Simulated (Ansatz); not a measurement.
InF: a line through the functionals

InF has 2 atoms, charge 0, and is taken as a singlet. SMILES: `[F][In]`. The coordinates come from a PBE0-D4/def2-TZVP relaxation.

The electronic atomisation energy y, in eV, basis def2-TZVPP with a core potential; a is the functional's share of exact exchange. Programs: Ansatz 0.2.0.

```
functional  program     a  y (eV)
    r2SCAN   Ansatz     0    5.59
    revPBE   Ansatz     0    5.52
     B3LYP   Ansatz   0.2       ?
   r2SCAN0   Ansatz  0.25    5.26
      PBE0   Ansatz  0.25    5.41
     BHLYP   Ansatz   0.5    5.10
```

Question: Fit y = c + s·a to the known rows and predict B3LYP.

Answer: 
1. Means of the 5 rows: a = 0.2000, y = 5.376.
2. Σ(Δa)² = 0.175, Σ(Δa·Δy) = -0.1585, so the slope is -0.1585/0.175 = -0.90571.
3. Intercept: 5.376 − (-0.90571) × 0.2000 = 5.557. The largest residual of the fit is 0.079.
4. B3LYP: 5.557 + (-0.90571) × 0.2 = 5.38 eV.

The run gave 5.51 eV, so the prediction is off by -0.13 eV, more than the largest residual. The rows mix families of semi-local functionals, which the line can't see. Spin-orbit coupling is left out.
